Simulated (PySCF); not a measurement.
**Ionisation energy of Ba³⁷⁺ by level of theory**

Ba³⁷⁺ [Ar] 3d1 (2D) → Ba³⁸⁺ [Ar] (1S), as a difference of total energies. Calculation: PySCF 2.14, in an uncontracted even-tempered set (16 s from 6.2 bohr⁻², ratio 2.5; 11 p from 8.1 bohr⁻², ratio 2.5; 7 d from 8.1 bohr⁻², ratio 2.5; 4 f from 28 bohr⁻², ratio 2.7; 3 g from 43 bohr⁻², ratio 2.7); the non-relativistic Hamiltonian (point nucleus). Correlated levels: outer shells: [Ne] frozen; virtual orbitals above 40 to 60 times the deepest correlated orbital energy dropped. The calculations carry no spin-orbit coupling.

```tsv
method	ionisation energy (eV)
UHF	2534.6
LDA	2535.6
PBE	2536.4
PBE0	2536.3
r2SCAN	2537.1
BP86	2536.8
TPSSh	2536.0
MP2 (outer shells)	2534.0
SCS-MP2 (outer shells)	2534.0
```

A first-order spin-orbit estimate (lowest level to lowest level, LS coupling) adds 11.692 eV.

All relativistic terms are absent from these numbers, so their closeness to the reference says little about the methods.

First order in ζ underestimates the shift of j = l − 1/2 levels at high Z.

For comparison: 2547 ± 4 eV (theoretical estimate listed by NIST; NIST Atomic Spectra Database, ionization energies).
